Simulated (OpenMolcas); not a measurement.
Co2+ with 5 ligands (fluoride) in square pyramidal coordination (C4v) at 1.98 Å, the axial distance 1.901 Å. A charge of +0.6 e stands 2.6 Å behind each ligand. Ligand basis ANO-RCC-VDZP.

| Item | Value |
| --- | --- |
| Program | OpenMolcas |
| Method | SS-CASPT2, IPEA 0.25 Eh, imaginary shift 0.1 Eh (closed shells correlated: 3s 3p and the ligand valence shells) |
| Basis | ANO-RCC-VTZP [6s5p3d2f1g] |
| Scalar Hamiltonian | DKH2, point nucleus |
| Active space | 7 electrons in 5 orbitals (3d) |
| State averaging | 2S+1 = 4 even, 10 roots; 2S+1 = 2 even, 40 roots |
| Spin-orbit coupling | state interaction with AMFI integrals over the reference wave functions |

Task: What is the spin-free ground state?

Result: A state of multiplicity 4, 1-fold in its orbital part, 97 % from free-ion F terms; it has the highest spin that d7 allows.

Task: Where is the first state of the same spin?

Result: A 2-fold state lies at 351 cm-1 above the ground state. The two act as a nearly degenerate pair, with unquenched orbital momentum.

Task: What are the lowest two levels with spin-orbit coupling?

Result: A 2-fold level with g = 2.08, 5.66, 5.66, then a 2-fold level 250 cm-1 above it. Their leading multiplicities are 4 (100 %) and 4 (100 %).

Task: What is χT at 300 K, and how does it compare with the textbook value?

Result: The lowest level has 2S+1 = 4, for which the spin-only value is χT = S(S+1) / 2 = 1.875 cm3 K/mol (g = 2). The computed 3.748 at 300 K differs by +1.873, through orbital momentum, spin-orbit coupling and any other state in reach.

Over all roots computed the reference weight is 0.73 to 0.74; a low but even weight reflects the number of correlated electrons. Spin-orbit coupling mixes the spin-free states strongly: the lowest level takes only 59 % from its leading state, an unlabelled state of the same spin as most of the rest. A single d shell leaves out the double-shell effect, which counts most for late 3d ions, where the CASPT2 field can be off either way by tens of per cent. Ligand-to-metal charge-transfer states are missing. For late 3d ions with one d shell CASPT2 can put B and the spin-flip bands somewhat low as well as high. Free-ion shares, where given, are those of the reference states; single-state CASPT2 does not remix them. No measured value stands beside these numbers; the geometry is a model, was not optimised and need not be the one that this ion takes.
